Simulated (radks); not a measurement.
Radial electron density D(r) = 4 pi r^2 rho(r) of an atom or ion with 45 electrons. Calculated with a radial shooting solver on a logarithmic mesh with Libxc functionals: Dirac Kohn-Sham, PBE, spin-unpolarised, spherical densities, finite nucleus; Fermi nuclear charge, rms radius of each element as measured or else 0.836 A^(1/3) + 0.57 fm.

| r (bohr) | D(r) (e/bohr) |
|---|---|
| 0.00159 | 3.053 |
| 0.001836 | 3.904 |
| 0.002104 | 4.910 |
| 0.002429 | 6.232 |
| 0.002783 | 7.771 |
| 0.003214 | 9.764 |
| 0.003683 | 12.04 |
| 0.004253 | 14.93 |
| 0.004873 | 18.15 |
| 0.005627 | 22.11 |
| 0.006447 | 26.38 |
| 0.007445 | 31.40 |
| 0.00853 | 36.52 |
| 0.009851 | 42.18 |
| 0.01129 | 47.50 |
| 0.01303 | 52.77 |
| 0.01493 | 57.02 |
| 0.01725 | 60.34 |
| 0.01976 | 62.04 |
| 0.02282 | 62.15 |
| 0.02614 | 60.76 |
| 0.03019 | 58.19 |
| 0.03459 | 55.56 |
| 0.03995 | 53.71 |
| 0.04577 | 53.92 |
| 0.05286 | 56.91 |
| 0.06056 | 62.23 |
| 0.06994 | 69.24 |
| 0.08013 | 75.12 |
| 0.09254 | 78.09 |
| 0.106 | 76.31 |
| 0.1224 | 69.83 |
| 0.1403 | 61.70 |
| 0.162 | 54.77 |
| 0.1856 | 52.76 |
| 0.2143 | 55.85 |
| 0.2456 | 60.84 |
| 0.2836 | 63.26 |
| 0.3249 | 59.28 |
| 0.3753 | 48.38 |
| 0.4299 | 35.40 |
| 0.4965 | 24.07 |
| 0.5688 | 18.67 |
| 0.657 | 18.11 |
| 0.7527 | 19.52 |
| 0.8692 | 19.81 |
| 0.9959 | 17.73 |
| 1.15 | 13.71 |
| 1.318 | 9.583 |
| 1.522 | 5.976 |
| 1.743 | 3.617 |
| 2.013 | 2.059 |
| 2.307 | 1.177 |
| 2.664 | 0.6149 |
| 3.052 | 0.3024 |
| 3.525 | 0.1221 |
| 4.038 | 0.04254 |
| 4.664 | 0.01072 |
| 5.343 | 0.002177 |
| 6.171 | 0.0002823 |

What is the nuclear charge?

Answer. Z = 48. The innermost maximum, from 1s, lies near gamma/Z bohr with gamma = sqrt(1 - (Z/c)^2) = 0.937, here 0.0195 bohr (found: 0.0214), and its height grows with Z. The density is that of the cadmium ion Cd3+ in [Kr] 4d(3/2: 4, 5/2: 4) 5s1; the configuration itself is not fixed sharply by these data, and Z only to a few units. D(r) has 4 maxima, at r = 0.0214, 0.0940, 0.279, 0.828 bohr, and minima at 0.0423, 0.183, 0.621 bohr, inside which lie 2.04, 11.17, 29.04 electrons.
